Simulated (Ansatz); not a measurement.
The cluster Al₈Sb₉⁻. Charge -1, multiplicity 1. Geometry PBE-D4/def2-SVP.

```xyz
17

Al    1.8198   -1.8997    2.7044
Al   -0.7242    2.6743   -2.0145
Al    3.3244   -1.2194    0.3753
Al    0.9803    1.7293   -0.3687
Al    2.9346    0.7438    2.4377
Al   -0.6996   -1.8414   -0.1804
Al   -2.7739    1.2827   -0.4877
Al   -3.0943    1.4100   -3.9184
Sb   -4.0019   -0.7859   -1.6677
Sb   -0.7452    0.4942    1.2159
Sb   -3.2268    3.5017   -1.9067
Sb    4.4439   -1.4309    2.8532
Sb    3.5758    1.4426   -0.0965
Sb   -1.0475   -0.0270   -2.4137
Sb    0.6445    0.2842    3.7692
Sb   -2.9348   -3.1545   -0.6797
Sb    1.5250   -3.2040    0.3782
```

In the def2 sets Sb takes a core potential; there is no spin–orbit coupling. Single mean-field runs in def2-TZVP are fitted with def2-universal-jkfit. The structure comes from a short search, and lower isomers may exist.

Problem. Estimate the orbital energies around the gap (eV) in Ansatz with HF/def2-TZVP, PBE-D4/def2-SVP, PBE-D4/def2-TZVP, r2SCAN-D4/def2-TZVP, PBE0-D4/def2-TZVP.

Solution. 
| orbital | HF/def2-TZVP | PBE-D4/def2-SVP | PBE-D4/def2-TZVP | r2SCAN-D4/def2-TZVP | PBE0-D4/def2-TZVP |
| --- | --- | --- | --- | --- | --- |
| HOMO−9 | -5.64 | -3.13 | -3.12 | -3.37 | -3.92 |
| HOMO−8 | -5.53 | -3.01 | -3.01 | -3.26 | -3.82 |
| HOMO−7 | -5.36 | -2.92 | -2.92 | -3.16 | -3.73 |
| HOMO−6 | -5.26 | -2.79 | -2.80 | -3.04 | -3.60 |
| HOMO−5 | -5.12 | -2.72 | -2.72 | -2.95 | -3.50 |
| HOMO−4 | -4.84 | -2.59 | -2.59 | -2.81 | -3.35 |
| HOMO−3 | -4.70 | -2.50 | -2.50 | -2.72 | -3.24 |
| HOMO−2 | -4.25 | -2.20 | -2.21 | -2.39 | -2.89 |
| HOMO−1 | -3.53 | -2.00 | -2.01 | -2.15 | -2.53 |
| HOMO | -3.03 | -1.71 | -1.73 | -1.86 | -2.19 |
| LUMO | 1.09 | -1.35 | -1.36 | -1.44 | -1.07 |
| LUMO+1 | 2.00 | -0.90 | -0.92 | -0.96 | -0.44 |
| LUMO+2 | 2.36 | -0.58 | -0.62 | -0.64 | -0.13 |
| LUMO+3 | 2.65 | -0.28 | -0.33 | -0.31 | 0.17 |
| LUMO+4 | 2.91 | -0.08 | -0.13 | -0.09 | 0.38 |
| LUMO+5 | 3.01 | 0.10 | 0.04 | 0.09 | 0.56 |
